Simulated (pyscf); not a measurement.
Optimised with ωB97X-D3(BJ)/def2-SVPD in PySCF.

### Question
Estimate by transition-state theory the rate constant of Br⁻ (SMILES [Br-]) + H₃C–CH₂–I (SMILES CCI) → H₃C–CH₂–Br (SMILES CCBr) + I⁻ (SMILES [I-]) (singlet surface; C–I broken, Br–C formed) at 298 K, with ωB97M-D3(BJ)/def2-TZVPD energies (ideal gas, 1 atm, RRHO with modes under 100 cm⁻¹ raised to 100, one conformer, R ln 2 for rigid chiral ones; no tunnelling).

### Answer
The electronic barrier is 1.7 kcal/mol and the thermal terms add +6.2, so ΔG‡ = 7.9 kcal/mol. With k_BT/h = 6.21e+12 s⁻¹ and RT = 0.592 kcal/mol, and a volume of 4.06e-20 cm³ per molecule at 1 atm, k = 4.2e-13 cm³ molecule⁻¹ s⁻¹. Wigner's tunnelling factor for 396i cm⁻¹ would be 1.15. A shift of 1 kcal/mol in the barrier changes k by a factor 5.4. On the reactant side the descent ends in a bound adduct, 11.0 kcal/mol under the separated species and 13.8 kcal/mol under the saddle at ωB97X-D3(BJ)/def2-TZVPD. On the product side the descent ends in a bound adduct, 9.4 kcal/mol under the separated species and 18.5 kcal/mol under the saddle at ωB97X-D3(BJ)/def2-TZVPD. One saddle was located; it need not be the lowest between these sides. The angle at the attacked C is 162°. Elements up to Kr have no core potential and no relativistic terms here. Elements past Kr carry the def2 core potentials, without spin-orbit coupling.
